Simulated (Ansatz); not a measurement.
`C[NH][Sn]([Cl])([Cl])[Cl]`, charge 0, multiplicity 1.

(1) Give a relaxed structure at PBE0-D4/def2-TZVP (Ansatz 0.2.0). (Best estimate.)

Results:

(1) Computed: 
Z-matrix (Å, degrees):
```
C
N 1 1.458
H 1 1.092 2 109.6
H 1 1.093 2 109.0 3 -116.8
H 1 1.096 2 114.5 3 121.7
Sn 2 1.992 1 118.7 3 -51.4
H 2 1.012 1 112.2 3 176.4
Cl 6 2.297 2 108.6 1 -175.4
Cl 6 2.314 2 114.9 1 -54.1
Cl 6 2.298 2 108.3 1 64.6
```
This is one stationary point; other conformers may exist.
